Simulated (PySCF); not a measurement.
# One molecule, several mistakes: AlBGeH5O cation

These are calculations, not measurements. The program is PySCF 2.14.0, an open-source quantum chemistry code, run on an isolated molecule that a program drew, which may never have been made. The molecule is AlBGeH5O cation (charge +1, singlet), drawn as the SMILES string `[BH2][AlH][O][GeH2+]`.

Each row is a Hartree-Fock (HF) and frozen-core CCSD(T) single point in the cc-pV(D+d)Z basis, meant for a local HF minimum. Run 1 is clean. Each other run has one planted mistake out of seven kinds, and not every kind appears here: one electron removed, one electron added, multiplicity raised by two, geometry at a saddle point, minimal basis STO-3G, one bond length entered in bohr, all coordinates scaled. The reference is restricted for singlets and unrestricted otherwise, and also for a bond in bohr. Adding or removing an electron swaps singlet and doublet. Electrons count all cores. HOMO and LUMO are orbital energies over both spins, the gradient is its largest component, and the lowest frequency (negative if imaginary) is given only where the gradient is small. Bond lengths are over the 8 bonds as drawn. T1 is the CCSD diagnostic: over 0.02 (restricted) or 0.045 (unrestricted) a single reference is doubtful. Germanium has the cc-pVDZ-PP basis, with a core potential (ECP10MDF) in place of its 10 inner electrons, and its 3s, 3p and 3d shells are frozen in CCSD(T).

Geometry of the clean run:
```xyz
9
AlBGeH5O cation, angstrom
B    -0.1992    2.3767   -3.3986
Al   -0.2213    0.6691   -2.1068
O     1.1546    0.5457   -0.9731
Ge    2.3307    0.2325    0.1625
H     0.3318    2.3379   -4.4715
H    -0.7107    3.4099   -3.0737
H    -1.1801   -0.5516   -1.8966
H     3.5256   -0.5789   -0.2701
H     2.1391    0.7993    1.5465
```

| run | electrons | basis functions | <S^2> | HOMO (eV) | LUMO (eV) | gradient (hartree/bohr) | lowest frequency (cm^-1) | mean bond (Å) | longest bond (Å) | T1 | HF (hartree) | CCSD(T) (hartree) | mistake |
|---|---|---|---|---|---|---|---|---|---|---|---|---|---|
| 1 | 62 | 99 | 0.000 | -14.03 | -4.85 | 3.6e-05 | 74 | 1.5713 | 2.141 | 0.0194 | -637.51333 | -637.97201 | no fault |
| 2 | 63 | 99 | 0.767 | -6.28 | 1.06 | 6.9e-02 | - | 1.5713 | 2.141 | 0.0162 | -637.71694 | -638.18411 | one electron added |
| 3 | 62 | 99 | 0.000 | -13.93 | -4.87 | 1.2e-02 | - | 1.6027 | 2.184 | 0.0206 | -637.51015 | -637.97257 | ? |
| 4 | 61 | 99 | 0.782 | -21.89 | -11.80 | 6.6e-02 | - | 1.5713 | 2.141 | 0.0214 | -637.04025 | -637.46887 | ? |

**Which mistake was planted in run 3, and what did it cost?**

The mean and the longest bond both change by the same factor, 1.020, and the gradient is no longer small. So the mistake is: all coordinates scaled. Subtracting run 1 and multiplying by 627.51 kcal/mol a hartree, the energy moved by 2.0 kcal/mol in HF and -0.4 kcal/mol in CCSD(T).

**Which mistake was planted in run 4, and what did it cost?**

It counts 61 electrons, one fewer than the clean run, at the same geometry and basis. So the mistake is: one electron removed. Subtracting run 1 and multiplying by 627.51 kcal/mol a hartree, the energy moved by 296.9 kcal/mol in HF and 315.7 kcal/mol in CCSD(T).

Cautions from the logs. Run 3: T1 is over the limit, so its CCSD(T) energy is less reliable.
